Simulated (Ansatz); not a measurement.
Consider the cleavage of the B–In bond: `C[B](Cl)[InH2]` + `N=C=O` → `CB(Cl)N=C=O` + `[InH3]`.

Computed with Ansatz on PBE0-D4/def2-TZVP structures; ΔE is electronic, products minus reactants. CBS: MP2 limit from def2 TZ/QZ plus the TZ coupled-cluster correction, frozen cores. This one scheme is used for every species. Functionals use def2-TZVPP. B3LYP here is the variant with VWN-RPA as its local correlation; programs differ in this. HSE06 is defined as in plane-wave codes. Elements past krypton have def2 core potentials. For In outer-core shells are correlated without core-valence functions, which leaves a few kJ/mol of doubt a bond. One conformer a species, not always the lowest.

`C[B](Cl)[InH2]`:

Cartesian coordinates in Å:
```
C 0.195 -1.276 -0.824
B -0.143 0.217 -0.553
Cl -0.491 1.251 -1.945
In -0.170 1.277 1.447
H -0.129 -1.636 -1.804
H 1.292 -1.357 -0.791
H -0.174 -1.946 -0.043
H 1.238 2.023 2.128
H -1.616 1.447 2.385
```

`N=C=O`:

```xyz
4

N     0.250   -0.004   -0.724
C    -0.132   -0.265    0.393
O    -0.484   -0.651    1.429
H     0.366    0.921   -1.098
```

`CB(Cl)N=C=O`:

Cartesian coordinates in Å:
```
C 0.408 -1.183 0.806
B 0.393 0.040 -0.152
Cl 1.866 0.482 -1.029
N -0.769 0.820 -0.371
C -1.300 1.743 -0.926
O -1.890 2.612 -1.417
H 0.547 -2.099 0.220
H -0.513 -1.280 1.381
H 1.260 -1.136 1.489
```

`[InH3]`:

Z-matrix (Å, degrees):
```
In
H 1 1.724
H 1 1.724 2 120.0
H 1 1.724 2 120.0 3 -180.0
```

```json
{"level": "B3LYP-D4", "ΔE (kJ/mol)": "-125.4", "difference from CCSD(T)/CBS": "-12.5"}
{"level": "r2SCAN0-D4", "ΔE (kJ/mol)": "-126.2", "difference from CCSD(T)/CBS": "-13.3"}
{"level": "HSE06-D4", "ΔE (kJ/mol)": "-119.4", "difference from CCSD(T)/CBS": "-6.5"}
{"level": "BHLYP-D4", "ΔE (kJ/mol)": "-130.7", "difference from CCSD(T)/CBS": "-17.8"}
{"level": "ωB97X-V", "ΔE (kJ/mol)": "-123.3", "difference from CCSD(T)/CBS": "-10.4"}
{"level": "ωB97M-V", "ΔE (kJ/mol)": "-124.1", "difference from CCSD(T)/CBS": "-11.2"}
{"level": "BLYP", "ΔE (kJ/mol)": "-119.9", "difference from CCSD(T)/CBS": "-7.0"}
{"level": "r2SCAN", "ΔE (kJ/mol)": "-122.9", "difference from CCSD(T)/CBS": "-10.0"}
{"level": "HF/def2-SVP", "ΔE (kJ/mol)": "-157.7", "difference from CCSD(T)/CBS": "-44.8"}
{"level": "HF/def2-TZVPP", "ΔE (kJ/mol)": "-142.4", "difference from CCSD(T)/CBS": "-29.5"}
{"level": "CCSD(T)/CBS", "ΔE (kJ/mol)": "-112.9", "difference from CCSD(T)/CBS": "0"}
```

Largest T1 diagnostic among the species: 0.018.

In def2-TZVPP, CCSD(T) changes the Hartree–Fock value by +24.8 kJ/mol (the triples alone add +2.0 kJ/mol) and MP2 by +22.5 kJ/mol. At CCSD(T), def2-SVP lies −26.7 kJ/mol from the extrapolated value and def2-TZVPP −4.7 kJ/mol.
